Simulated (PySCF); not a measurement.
AuBr₂⁺: breathing scan

Method: UB3LYP/[Au def2-SVP with ECP60, Br def2-SVP], scalar-relativistic core potentials, density fitting, no spin–orbit coupling, PySCF.

Rigid scan from the triplet minimum (Au–Br 2.353 Å (×2); Br–Au–Br 180.0°). Coordinate: all bonds to the central atom scaled together. Energies in kJ/mol from the minimum.

```json
{"scale of all bonds to the centre": "0.88", "E (kJ/mol)": "182.7", "⟨S²⟩": "2.01"}
{"scale of all bonds to the centre": "0.92", "E (kJ/mol)": "67.7", "⟨S²⟩": "2.01"}
{"scale of all bonds to the centre": "0.96", "E (kJ/mol)": "14.2", "⟨S²⟩": "2.01"}
{"scale of all bonds to the centre": "1.00", "E (kJ/mol)": "0.0", "⟨S²⟩": "2.01"}
{"scale of all bonds to the centre": "1.04", "E (kJ/mol)": "10.1", "⟨S²⟩": "2.01"}
{"scale of all bonds to the centre": "1.08", "E (kJ/mol)": "34.1", "⟨S²⟩": "2.01"}
{"scale of all bonds to the centre": "1.14", "E (kJ/mol)": "81.9", "⟨S²⟩": "2.01"}
{"scale of all bonds to the centre": "1.22", "E (kJ/mol)": "148.1", "⟨S²⟩": "2.01"}
{"scale of all bonds to the centre": "1.35", "E (kJ/mol)": "234.2", "⟨S²⟩": "2.01"}
```

Other spin states or occupations of the open shell can lie lower. Spin–orbit coupling, left out here, can matter for elements this heavy.

The scan took 25 s on 2 threads of a shared Arm Neoverse V2 host; the process peaked at 0.93 GiB. Launch command: `OMP_NUM_THREADS=2 python axn.py task.json out`.
